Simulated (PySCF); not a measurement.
C₅H₅FO₂.
Atom-mapped SMILES: `[O:1]=[CH:2][O:3][C:4]1=[CH:5][CH2:6][C@H:7]1[F:8]` (hydrogens: H9 on C2; H10 on C5; H11, H12 on C6; H13 on C7)

Torsions of this conformer, `[O:1]=[CH:2][O:3][C:4]1=[CH:5][CH2:6][C@H:7]1[F:8]`: O1–C2–O3–C4 1°, C2–O3–C4–C5 -1°.

The closed-shell ground state was solved at several levels (PySCF, density fitting, gas phase, non-relativistic). Geometry: GFN2-xTB, one conformer, isolated molecule.

| level | basis functions | HOMO (eV) | LUMO (eV) | gap (eV) | dipole (D) |
| --- | --- | --- | --- | --- | --- |
| PBE0/pcSseg-1 | 161 | -7.59 | -0.80 | 6.79 | 1.35 |
| B3LYP/pcJ-1 | 266 | -7.36 | -1.05 | 6.31 | 1.34 |

Q: What might CAM-B3LYP/def2-SVPD (209 basis functions) give for the same quantities?

A: HOMO -8.97 eV, LUMO 0.23 eV, gap 9.20 eV, dipole 1.41 D.

Q: Over all these levels, which gives the widest orbital gap and which the narrowest?

A: CAM-B3LYP/def2-SVPD (range-separated hybrid) has the widest, 9.20 eV, and B3LYP/pcJ-1 (global hybrid, 20 % exact exchange) the narrowest, 6.31 eV. Functional and basis both differ between the two, so the spread mixes both effects.

Q: How far do the dipole and the HOMO energy spread over the levels?

A: The dipole runs from 1.34 to 1.41 D (mean 1.37 D) and the HOMO from -8.97 to -7.36 eV.
